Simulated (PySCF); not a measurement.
H₃Al (SMILES [AlH3]), singlet, geometry from GFN2-xTB (such geometries of metal compounds can be far from the true shape).

The PySCF input:
```python
from pyscf import gto, scf, cc

mol = gto.M(
    atom='''
Al   -0.000000   -0.000000   -0.000000
H     0.642794   -0.455149    1.338556
H    -0.275758    1.506779   -0.256226
H    -0.367036   -1.051629   -1.082329
''',
    basis='def2-tzvp',
    charge=0,
    spin=0,
    verbose=4,
)

mf = scf.RHF(mol)
mf.kernel()

mycc = cc.CCSD(mf)
mycc.kernel()
et = mycc.ccsd_t()
print('E(CCSD(T)) = %.10f' % (mycc.e_tot + et))
```

**Question.** What is the computed coupled-cluster correlation energy (without the perturbative part) (PySCF with CCSD(T)/def2-TZVP)?

**Answer.** -0.2274 Eh

**Question.** What is the computed SCF-reference dipole moment (CCSD(T)/def2-TZVP)?

**Answer.** 0.00 D

**Question.** What number of basis functions does CCSD(T)/def2-TZVP give?

**Answer.** 55

**Question.** Predict the total energy from CCSD(T)/def2-TZVP.

**Answer.** -243.8707 Eh
